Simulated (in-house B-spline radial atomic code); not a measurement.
How numerical settings move a run on Pd, [Kr] 4d10. Computed with an all-electron radial atomic-structure program (B-spline basis): scalar-relativistic (X2C) CAM-B3LYP, spin-polarised, spherical fractional occupations, Fermi nucleus of rms radius 4.5318 fm.

Command:
```bash
python run_scf.py task.json out
```
Settings of the sound reference run:
```
Z                46
electrons        46
configuration    [Kr] 4d10
hamiltonian      x2c
method           camb3lyp
spin_polarised   True
nucleus          fermi
rms_radius       4.5318
mass_number      106
atomic_mass      105.9035
speed_of_light   137.036
knot_spacing     0.22
spline_order     8
gauss_points     12
box_radius       50
max_iterations   70
damping          0.5
damped_steps     3
diis_vectors     10
tolerance        1e-08
start            Thomas-Fermi
```

Time taken, with all properties: 1.4 s on 1 thread of Intel(R) Xeon(R) 6975P-C (shared host).

It converges in 10 iterations to -5045.624191 hartree, with 4d up at -6.92132 eV. The other runs change the listed settings, some to values that make no sense; their results aren't properties of the atom or ion. Radii are in bohr (the nuclear one in fm), a minus after a letter asks for a j subshell, and «unchanged» means within 1e-8 hartree. The run stops when the residual is below 10 × tolerance × max(1, Z/10), or a noise floor if that is larger, and the energy moves by less than 1e-8 × √|E| hartree; so very loose and very tight tolerances often act alike.

| changed settings | outcome |
| --- | --- |
| electrons = 54, configuration = [Kr] 4d10 6s2 6p6, max_iterations = 60 | not converged after 60 iterations, last residual 4.9e-03 |
| hamiltonian = dirac, method = revtpss,revtpss, spin_polarised = False | stopped with error: meta-GGAs are not served with the Dirac Hamiltonian |
| knot_spacing = 1.4 | converged in 10 iterations, energy +6.31e+01 hartree from the reference, 4d up level -1.7e+00 eV |
| knot_spacing = 0.15 | converged in 10 iterations, energy -1.26e-06 hartree from the reference, 4d up level +5.9e-07 eV |
| damping = 0.2 | converged in 13 iterations, energy unchanged, 4d up level -4.3e-05 eV |
| damping = 0 | converged in 15 iterations, energy unchanged, 4d up level -5.9e-05 eV |
| knot_spacing = 2 | converged in 9 iterations, energy +3.69e+02 hartree from the reference, 4d up level -2.4e+01 eV (the program warns: 4d up reaches the box edge; 3s up reaches the box edge) |
| knot_spacing = 0.55, spline_order = 3, max_iterations = 50, tolerance = 0.01 | converged in 9 iterations, energy +7.89e+00 hartree from the reference, 4d up level -1.6e-01 eV |
| damping = 0.8 | converged in 12 iterations, energy unchanged, 4d up level -4.2e-05 eV |
| knot_spacing = 0.55 | converged in 11 iterations, energy +1.99e-01 hartree from the reference, 4d up level -3.9e-03 eV |
| gauss_points = 8, max_iterations = 8, damped_steps = 0 | not converged after 8 iterations, last residual 2.2e-04, last energy +2.51e-06 hartree from the reference |
| spline_order = 7, gauss_points = 6, first_knot = 0.0652, max_iterations = 50, damping = 0 | converged in 15 iterations, energy +1.45e+02 hartree from the reference, 4d up level -2.6e-02 eV |
| damping = 0.95 | converged in 14 iterations, energy unchanged, 4d up level -5.2e-05 eV |
| knot_spacing = 0.75 | converged in 11 iterations, energy +1.08e+01 hartree from the reference, 4d up level -2.7e-01 eV |

Problem. What happens with knot_spacing = 1?

Solution. Converged in 10 iterations, energy +1.99e+01 hartree from the reference, 4d up level -8.4e-02 eV.

Problem. What happens with knot_spacing = 0.3?

Solution. Converged in 11 iterations, energy +3.57e-05 hartree from the reference, 4d up level -5.3e-05 eV.

Problem. What happens with knot_spacing = 0.3, gauss_points = 3, first_knot = 0.00217, max_iterations = 100, damping = 0.95?

Solution. Converged in 12 iterations, energy -6.96e+04 hartree from the reference, 4d up level -1.1e-01 eV.

Problem. What happens with knot_spacing = 0.4?

Solution. Converged in 11 iterations, energy +1.25e-03 hartree from the reference, 4d up level -3.1e-05 eV.
